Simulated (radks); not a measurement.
Values are calculated unless marked as measured or tabulated.
Spherical quantum dot in the effective-mass picture: electrons in a hard-walled sphere of radius 7.74, all in effective atomic units (hartree* = m*/eps^2 hartree, bohr* = eps/m* bohr), one dielectric constant everywhere. Level of theory: non-relativistic Kohn-Sham, PBEsol, spin-polarised, spherical densities (a radial shooting solver with Libxc functionals). Levels are named by radial order and angular momentum (1s, 1p, 1d, 2s, ...), and open shells are averaged over m. Results are scaled to m* = 0.577 and eps = 4.5, for which hartree* = 775.4 meV and bohr* = 0.4127 nm. Each electron was tried in the lowest free levels, single moves between levels near the top were tried too, and the lowest total energy was kept; such a search can miss a lower state. The series stops at N = 17: beyond it a trial failed or the search could not be trusted, so later rows were left out. At N = 1 the Hartree and exchange-correlation terms need not cancel, so that row can carry a self-interaction error.

\begin{tabular}{lrrrrrr}
N & open shells & 2S & mu = E(N) - E(N-1) (meV) & addition energy mu(N+1) - mu(N) (meV) & e(HOMO) (meV) & rms radius (nm) \\ \hline
1 & 1s(up 1, down 0) & 1 & 62.945 & 147.3 & 123.45 & 1.730 \\
2 & none & 0 & 210.21 & 169.7 & 269.57 & 1.867 \\
3 & 1p(up 1, down 0) & 1 & 379.90 & 119.1 & 438.80 & 1.992 \\
4 & 1p(up 2, down 0) & 2 & 498.99 & 121.1 & 559.44 & 2.066 \\
5 & 1p(up 3, down 0) & 3 & 620.12 & 148.9 & 680.84 & 2.118 \\
6 & 1p(up 3, down 1) & 2 & 769.02 & 115.7 & 826.31 & 2.160 \\
7 & 1p(up 3, down 2) & 1 & 884.71 & 117.7 & 943.40 & 2.193 \\
8 & none & 0 & 1002.4 & 177.6 & 1061.6 & 2.221 \\
9 & 1d(up 1, down 0) & 1 & 1180.0 & 115.9 & 1237.9 & 2.251 \\
10 & 1d(up 2, down 0) & 2 & 1295.9 & 116.3 & 1354.1 & 2.276 \\
11 & 1d(up 3, down 0) & 3 & 1412.3 & 116.5 & 1470.5 & 2.298 \\
12 & 1d(up 4, down 0) & 4 & 1528.8 & 116.5 & 1587.0 & 2.317 \\
13 & 1d(up 5, down 0) & 5 & 1645.3 & 143.7 & 1703.6 & 2.334 \\
14 & 1d(up 5, down 1) & 4 & 1789.0 & 114.1 & 1846.0 & 2.350 \\
15 & 1d(up 5, down 2) & 3 & 1903.1 & 114.5 & 1960.3 & 2.364 \\
16 & 1d(up 5, down 3) & 2 & 2017.6 & 114.7 & 2074.9 & 2.377 \\
17 & 1d(up 5, down 4) & 1 & 2132.3 & - & 2189.7 & 2.388 \\
\end{tabular}

All shells are closed at N = 2, 8 (there: 1s2 1p6); the second difference of the energy has clear peaks (12 % above both neighbours; the first and last values, which can be the largest, are not judged, and half-filled shells can peak too) at N = 2, 5, 8, 13.
